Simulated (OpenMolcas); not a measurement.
An OpenMolcas run meant for Tc⁵⁺ (ANO-R1, X2C; inactive shells 1s 2s 2p 3s 3p 3d 4s 4p; intended active space 2 electrons in 10 orbitals (4d 5d)). One step of its input:

```
&RASSCF
FileOrb=start.orb
Symmetry=1
Spin=3
nActEl=2 0 0
Inactive=9 9
Ras2=10 0
CIRoot=47 47 1
SDav=45
CIMx=300
Iter=98 100
PrWF=0.3
OrbListing=Nothing
MaxOrb=0
Atom
CIOnly
>>> COPY $Project.JobIph JOB001
```

Lines from the output:

```
...
      Number of secondary orbitals              12
      Spin quantum number                      1.0
      State symmetry                             1
Orbital specifications:
      -----------------------

      Symmetry species                           1   2
                                                ag  au
      Frozen orbitals                            0   0
      Inactive orbitals                          9   9
      Active orbitals                           10   0
      RAS1 orbitals                              0   0
      RAS2 orbitals                             10   0
      RAS3 orbitals                              0   0
      Secondary orbitals                         2  10
      Deleted orbitals                           0   0
      Number of basis functions                 21  19
      Number of CSFs                            45
      Number of root(s) required                47
 ************ ERROR ***********
  You can't ask for more roots
  than there are configurations
 ******************************
--- Stop Module: rasscf at  /rc=_RC_INPUT_ERROR_ ---
.####################.
.# User input error #.
.####################.
```

Question: What is wrong with the input?

Answer: CIRoot asks for more roots than the active space has configuration state functions.
